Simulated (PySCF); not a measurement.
## La⁴⁵⁺ (lanthanum, charge +45): Hartree-Fock from Schrödinger to Dirac-Coulomb-Breit

Occupied: 1s1/2, 2s1/2, 2p1/2, 2p3/2, 3s1/2. Hartree-Fock calculated with PySCF 2.14 in an even-tempered Gaussian basis (20 s from 4.7 bohr⁻², ratio 2.3; 16 p from 5.6 bohr⁻², ratio 2.3), Gaussian nucleus throughout. NR is non-relativistic, sf-X2C the spin-free one-electron X2C Hamiltonian, X2C adds the bare one-electron spin-orbit term, X2C-SNSO screens it by Boettger's factors, DC is four-component Dirac-Coulomb, and the Gaunt and Breit terms are added at first order (total energies over the DC spinors, levels after relaxing the spinors in that mean field). QED terms are absent. Levels marked empty are virtual spinors of this ion; the basis has s and p functions only, so 3d, which can lie below the n = 4 levels, is absent.

```json
{"Hamiltonian": "NR", "E (hartree)": "-6277.9086"}
{"Hamiltonian": "sf-X2C", "E (hartree)": "-6527.4074"}
{"Hamiltonian": "X2C", "E (hartree)": "-6530.4319"}
{"Hamiltonian": "X2C-SNSO", "E (hartree)": "-6530.2146"}
{"Hamiltonian": "DC", "E (hartree)": "-6532.4012"}
{"Hamiltonian": "DC+Gaunt", "E (hartree)": "-6526.1321"}
{"Hamiltonian": "DC+Breit", "E (hartree)": "-6526.6870"}
```

```
   level (eV)        NR    sf-X2C       X2C  X2C-SNSO        DC  DC+Gaunt  DC+Breit
        1s1/2  -40351.6  -42182.3  -42178.3  -42178.6  -42216.6  -42114.8  -42121.6
        2s1/2   -8701.5   -9206.2   -9205.2   -9205.3   -9210.1   -9199.6   -9200.3
        2p1/2   -8400.4   -8566.3   -8877.5   -8865.5   -8867.8   -8849.6   -8851.5
        2p3/2   -8400.4   -8566.3   -8430.0   -8434.6   -8438.1   -8425.3   -8427.3
        3s1/2   -3551.7   -3706.6   -3706.4   -3706.4   -3707.6   -3704.8   -3705.2
3p1/2 (empty)   -3378.7   -3442.9   -3521.3   -3518.3   -3518.8   -3514.3   -3515.0
3p3/2 (empty)   -3378.7   -3442.9   -3408.4   -3409.6   -3410.3   -3407.1   -3407.8
4s1/2 (empty)   -1882.4   -1946.2   -1946.2   -1946.2   -1946.6   -1945.5   -1945.7
```

Problem. How large are the two-electron picture-change error of X2C and the Breit correction in the total energy?

Solution. X2C-1e lies 1.9693 hartree above Dirac-Coulomb; Gaunt adds 6.2691 and the full Breit term 5.7142 hartree.

```tsv
interval (eV)	X2C	X2C-SNSO	DC	DC+Gaunt	DC+Breit
2p3/2 − 2p1/2	447.5	430.8	429.7	424.3	424.3
3p3/2 − 3p1/2	112.9	108.7	108.6	107.2	107.2
```

Weight of the small component: 1s1/2 0.0445, 2s1/2 0.0100, 2p1/2 0.00990, 2p3/2 0.00938, 3s1/2 0.00381, 3p1/2 0.00372, 3p3/2 0.00359, 4s1/2 0.00194.

Koopmans' value for the highest occupied level at DC+Breit: 3705.2 eV, against an ionisation energy of 3704 ± 4 eV (theoretical estimate listed by NIST; NIST Atomic Spectra Database, ionization energies); the former lacks relaxation, correlation, QED and recoil.

The whole ladder took 150 s of wall time on 1 thread of Intel(R) Xeon(R) Platinum 8488C (shared host), launched as `OMP_NUM_THREADS=1 python relrun2.py TASK.json OUT` (a driver that calls PySCF for each Hamiltonian).
